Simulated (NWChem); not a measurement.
# C$_{2}$H$_{3}$F$_{3}$Si; SMILES C=C(F)[SiH](F)F

```xyz
9

C     -1.2308    -1.5619     0.5617
C     -0.0859    -1.0802     0.0813
F      0.9613    -1.8907    -0.1465
Si     0.2090     0.7127    -0.3447
F     -1.1870     1.4779    -0.0825
F      1.3068     1.3497     0.6486
H     -1.3498    -2.6249     0.7901
H     -2.0685    -0.8842     0.7342
H      0.6595     0.9477    -1.7315
```
Atoms are numbered in this order, from 1.

Structure relaxed at the PBE0/def2-SVP level.

Question: Give the principal values of the shielding tensors (ppm) of C1, C2, F3, Si4, F5 from Hartree-Fock/6-31G* (spherical d), GIAO (NWChem), with their diamagnetic and paramagnetic parts as GIAO splits them.

Answer: 
```
atom    σ11    σ22    σ33  isotropic  diamagnetic  paramagnetic
----  -----  -----  -----  ---------  -----------  ------------
C1    -42.6  114.8  177.1       83.1        258.7        -175.6
C2    -70.5   87.4  110.4       42.4        250.2        -207.8
F3    281.6  348.6  469.7      366.6        473.3        -106.7
Si4   461.4  469.5  509.6      480.2        874.8        -394.7
F5    316.5  394.4  422.1      377.7        471.6         -94.0
```
